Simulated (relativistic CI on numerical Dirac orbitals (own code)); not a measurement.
One change at a time: Os⁶⁷⁺

Base calculation: Dirac-Coulomb-Breit CI, separate exchange-only KLI orbitals for each configuration, a model potential for QED, unscaled Slater integrals.

Configuration list (outside the closed core 1s2): 2s2 2p5, 2s 2p6, 2p6 3s, 2s2 2p4 3s, 2p6 3p, 2s2 2p4 3p, 2p6 3d, 2s2 2p4 3d, 2s 2p5 3s, 2s 2p5 3p, 2s 2p5 3d, 2s2 2p4 4s, 2s2 2p4 4p, 2s2 2p4 4d, 2s2 2p4 4f, 2s2 2p3 3s2. Levels of other configurations are missing.

Variants: (1) QED terms removed. Shifts of the energy above 2s2 2p5 2P°_3/2, in eV, for the lowest level and the first level of each name with at least 55 % of one term (blank where a level changes its place among those of its configuration and J or its character, or is not in the variant):

| Level | Base | Δ(1) |
| --- | --- | --- |
| 2s2 2p5 2P°_3/2 | 0.0 | 0.0 |
| 2s2 2p5 2P°_1/2 | 1572.7 | -1.4 |
| 2s 2p6 2S_1/2 | 2072.8 | +18.3 |
| 2s2 2p4 3s 4P_5/2 | 8927.4 | -2.9 |
| 2s2 2p4 3s 2P_3/2 | 8938.9 | -2.9 |
| 2s2 2p4 3s 2S_1/2 | 8995.3 | -2.9 |
| 2s2 2p4 3p 2P°_1/2 | 9134.2 | +2.6 |
| 2s2 2p4 3p 4D°_7/2 | 9512.1 | +2.2 |
| 2s2 2p4 3d 2D_3/2 | 9730.3 | +3.3 |
| 2s2 2p4 3d 4F_9/2 | 9766.9 | +3.0 |
| 2s2 2p4 3d 2P_1/2 | 9781.6 | +3.0 |
| 2s2 2p4 3s 4P_3/2 | 10508.1 | -4.3 |
| 2s2 2p4 3s 2P_1/2 | 10518.3 | -4.3 |
| 2s2 2p4 3s 2D_5/2 | 10528.4 | -4.3 |
| 2s2 2p4 3s 2D_3/2 | 10535.1 | -4.3 |
| 2s 2p5 3s 4P°_5/2 | 10935.0 | +15.3 |
| 2s 2p5 3s 2P°_3/2 | 10964.5 | +15.3 |
| 2s 2p5 3s 2P°_1/2 | 11030.2 | +14.4 |
| 2s2 2p4 3p 4D°_5/2 | 11093.3 | +1.1 |
| 2s2 2p4 3p 2F°_7/2 | 11109.5 | +0.8 |
| 2s 2p5 3p 2D_3/2 | 11173.7 | +20.9 |
| 2s2 2p4 3d 4D_1/2 | 11236.9 | +1.9 |

At this charge energies of transitions that change n are usually good to better than 1 %, and those within a shell (Δn = 0) to a few per cent.

Ionisation energy from the two ground configurations alone: base 16893.5 eV. The NIST ASD value (theoretical) is 16900 eV.

LS names give the leading component of a level, which can be under half, so a name can repeat, a term be missing and a line seem to break the LS rules.
